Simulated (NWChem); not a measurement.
Species: CF3, doublet; SMILES F[C](F)F

All runs: NWChem. Spin-unrestricted. In the optimisation the excess spin sits in a (C3, its own frame). Structure relaxed at the PBE0/def2-SVP, spin-unrestricted level. No stability test was run on the SCF state. Level PBE/def2-SVPD: single points from the atomic guess with DIIS by default; each run changes one setting, and all converged runs end within 0.3 mHa of each other. cgmin counts macro-iterations, each dearer than a DIIS step.

### Question
Which setting needs the most SCF iterations, or fails (level shift of 0.5 Ha throughout; occupation smearing of 0.005 Ha; DIIS on 20 Fock matrices; quadratically convergent solver (cgmin); defaults)?

### Answer
level shift of 0.5 Ha throughout, with 15 against 7 for the defaults.
```
setting                                  SCF iterations
---------------------------------------  --------------
defaults                                              7
quadratically convergent solver (cgmin)               6
occupation smearing of 0.005 Ha                       7
level shift of 0.5 Ha throughout                     15
DIIS on 20 Fock matrices                              7
```
